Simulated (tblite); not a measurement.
Computed values, GFN2-xTB/tblite, gas phase, harmonic and unscaled. The method is semi-empirical: single wavenumbers can be off by several per cent or more. Modes of hydrogen on phosphorus and silicon can be 10 to 20 % off. One conformer each. Open shells enter through the occupations alone, without spin polarisation, and single modes of such species can be off by tens of per cent. Thermal functions are those of the rigid rotor and harmonic oscillator, without mixing of conformers.

Problem. Order these by their heat capacity Cp at 200 K, highest first (J/(mol K)).
A. `N/C=C\C=O`
B. `C/N=C/C=[O+]` [radical]
C. `c1ccc(C2C[SiH2]C2)cc1`
D. `CP(C)P1(=O)C=CCC=C1`
E. `CC(C)P(P)c1ccco1`

Solution. D (146.8), E (143.0), C (113.9), B (75.2), A (65.8).

```
               SMILES  atoms  mass (u)  symmetry number  modes under 300 cm⁻¹  ZPE (kJ/mol)  S translation (J/(mol K))  S rotation  S vibration  S spin      S     Cp
  CP(C)P1(=O)C=CCC=C1     22    174.04                1                    10         449.6                      164.9       121.3        102.2     0.0  388.4  146.8
     CC(C)P(P)c1ccco1     22    174.04                1                    11         447.9                      164.9       122.9        104.6     0.0  392.4  143.0
c1ccc(C2C[SiH2]C2)cc1     22    148.07                1                     4         462.3                      162.9       120.3         67.2     0.0  350.3  113.9
         C/N=C/C=[O+]     10     71.04                1                     4         188.3                      153.7        99.2         46.8     5.8  305.5   75.2
            N/C=C\C=O     10     71.04                1                     3         199.6                      153.7       100.1         18.8     0.0  272.7   65.8
```

Entropies and Cp are for 200 K and 1 bar.
